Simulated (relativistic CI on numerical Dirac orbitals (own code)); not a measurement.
Radial Dirac CI calculation of Tb³⁺: levels, rates and radial parameters.

Command:

```sh
python run_levels.py task.json out
```

Input:

```
atom Tb  Z=65  charge=3  electrons=62
nucleus A=159  rms_radius_fm=5.0600
hamiltonian dirac-coulomb  breit=on  qed=on  c_scale=1
orbitals kli  potential=per-configuration
slater_scale 0.85
correlation p86
mixing on
configurations
  [Xe] 4f8
  [Xe] 4f7 5d
  [Xe] 4f6 5d2
  [Xe] 4f7 6s
end
```

Hardware: one thread of Neoverse-V2, on a shared host. Rates were computed among at most 60 levels.

How large is the problem, and how long does it take?

15890 determinants at the lowest M give 15890 levels; 49 SCF iterations in all; about 230 s of CPU and 1.5 GiB at the peak.
